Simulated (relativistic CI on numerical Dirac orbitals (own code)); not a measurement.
## How well does a small relativistic CI reproduce In²⁺?

Calculated at this level of theory: Dirac-Coulomb-Breit CI, KLI orbitals optimised for each configuration, model QED, valence Slater integrals scaled by 0.85, P86 correlation energy added to each configuration (own radial code, finite nucleus).

Configuration list (outside the closed core [Kr]): 4d10.5s, 4d10.5p, 4d10.5d, 4d10.6s, 4d9.5s2, 4d10.6p, 4d10.4f, 4d10.7s, 4d10.6d, 4d10.7p, 4d10.5f, 4d9.5s.4f, 4d10.5g, 4d9.5s.5p, 4d10.8s, 4d10.7d, 4d10.8p, 4d10.9s, 4d10.9p, 4d9.5s.6p. Double excitations out of closed p, d and f shells are left out; levels of such configurations are missing from the list, as are those of other unlisted configurations, and high levels can miss mixing partners.

```csv
Configuration,Term (tabulated),J,Measured (cm⁻¹),Computed,Error,Purity (%)
4d10.5s,2S,1/2,0.0,0,0,100
4d10.5p,2P°,1/2,57181.1,54613,-2568,100
4d10.5p,2P°,3/2,61523.2,58512,-3011,100
4d9.5s2,2D,5/2,115568.7,123744,8175,60
4d9.5s2,2D,3/2,122414.8,129609,7194,97
4d10.6s,2S,1/2,126874.2,120453,-6421,100
4d10.5d,2D †,3/2,128452.8,121399,-7054,97
4d10.5d,2D †,5/2,128742.5,120863,-7879,60
4d10.6p,2P°,1/2,144583.6,137860,-6724,100
4d10.6p,2P°,3/2,145922.6,139061,-6861,100
4d10.4f,2F°,5/2,161968.8,157516,-4453,99
4d10.4f,2F°,7/2,161976.8,157501,-4476,100
4d10.7s,2S,1/2,169429.8,162248,-7182,100
4d10.6d,2D,3/2,170531.8,163576,-6955,100
4d10.6d,2D,5/2,170715.3,163730,-6985,100
4d10.8s,2S,1/2,189369.6,182195,-7174,100
4d10.7d,2D,3/2,190033.5,182909,-7125,100
4d10.7d,2D,5/2,190131.9,182989,-7143,100
```

Measured levels from Moore, Atomic Energy Levels, vol. III, NSRDS-NBS 35 (1971 reprint of NBS Circular 467, 1958); pairs were made by configuration, J and term (by order where the table uses no LS term), so strongly mixed levels may be paired wrongly. The analysis dates from before 1960.

Mean error by configuration (cm⁻¹): 4d10.5p -2790; 4d9.5s2 7685; 4d10.6s -6421; 4d10.6p -6792; 4d10.4f -4464; 4d10.7s -7182; 4d10.6d -6970; 4d10.8s -7174; 4d10.7d -7134. Over the excited levels the mean absolute error is 6163 cm⁻¹ (17 of the 17 excited levels that our extract of the source holds in range could be paired), and the median relative error of those above 1,000 cm⁻¹ is 4.2 %. † marks terms whose computed intervals miss the measured ones by more than a factor of 2.5, or configurations far off the rest, from wrong mixing, a near crossing or a doubtful label or measurement; they are left out of the means.
